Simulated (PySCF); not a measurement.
Compound: C₆H₄F₆.
Cartesian coordinates in Å at the PBE0-D3(BJ)/def2-SVP level; atoms count from 1:
```xyz
16
C6H4F6 angstrom
C     -0.6026   -2.3739   -0.0150
C     -0.6286   -1.0369   -0.1056
C      0.5356   -0.2212    0.2260
C      0.6367    1.1102    0.1424
C      1.8866    1.8386    0.5099
F      1.6457    2.7473    1.4615
F      2.3855    2.4965   -0.5425
F      2.8423    1.0231    0.9628
C     -1.8903   -0.3462   -0.5636
F     -2.3276    0.5199    0.3559
F     -2.8768   -1.2077   -0.8054
F     -1.6779    0.3484   -1.6866
H      0.3035   -2.8879    0.3129
H     -1.4750   -2.9795   -0.2641
H      1.4064   -0.7828    0.5772
H     -0.1778    1.7535   -0.1973
```

All values: PBE0/pcSseg-1 (PySCF, non-relativistic), on one gas-phase PBE0-D3(BJ)/def2-SVP geometry that isn't relaxed in the solvent. The solvent is an IEF-PCM continuum (van der Waals radii × 1.2). The model holds no explicit solvent molecules, cavitation or dispersion.

Gas phase at PBE0/pcSseg-1: HOMO -8.04 eV, LUMO -2.12 eV, dipole 2.87 D.

Task: What does the continuum do to the energy, the frontier levels and the dipole at PBE0/pcSseg-1 in cyclohexane and dichloromethane?

Result: 
```
        solvent      ε  E(solvent) − E(gas) (kcal/mol)  polarisation term (kcal/mol)  distortion of the solute (kcal/mol)  HOMO (eV)  LUMO (eV)  dipole (D)
    cyclohexane  2.017                           -1.68                         -1.77                                 0.09      -7.89      -1.96        3.22
dichloromethane   8.93                           -3.62                         -4.08                                 0.46      -7.75      -1.81        3.63
```

Polarisation term: ½ Σ q·V over the induced surface charges. Distortion: the rise of the solute's own energy as its density leaves the gas-phase optimum. From cyclohexane to dichloromethane the lowering changes by a factor 2.16, Onsager's factor (ε − 1)/(2ε + 1) by 2.08 and ε itself by 4.4.

Task: Which radius a makes the point-dipole formula ΔE = −[(ε − 1)/(2ε + 1)]·μ²/a³ give the value in dichloromethane, with the gas-phase dipole?

Result: μ = 1.130 au and |ΔE| = 0.00577 Eh give a = 2.40 Å; the farthest nucleus lies 3.51 Å from the centroid of the nuclei, so such a sphere wouldn't even hold the nuclei. The formula assumes a rigid point dipole at the centre of a sphere.

Task: Give the dipole vector in the frame of the coordinates (D, pointing from negative to positive charge), gas and dichloromethane.

Result: Gas (-0.20, -2.86, 0.12), solvent (-0.20, -3.62, 0.18). Its length changes by +26 % and its direction by less than 1°.

Task: Which ESP-fitted charges (PBE0/pcSseg-1) respond most in cyclohexane (means over atoms taken as equivalent)?

Result: 
| atoms | environment | gas (e) | solvent (e) | change |
| --- | --- | --- | --- | --- |
| C1 | terminal =CH2 carbon | -0.379 | -0.370 | +0.009 |
| H15 | vinylic hydrogen | +0.175 | +0.183 | +0.008 |
| C4 | alkene CH carbon | -0.353 | -0.360 | -0.007 |
| H13 | vinylic hydrogen | +0.198 | +0.204 | +0.006 |
| C2 | fully substituted alkene carbon | -0.005 | -0.012 | -0.007 |
| C5 | CF3 carbon | +0.655 | +0.661 | +0.006 |
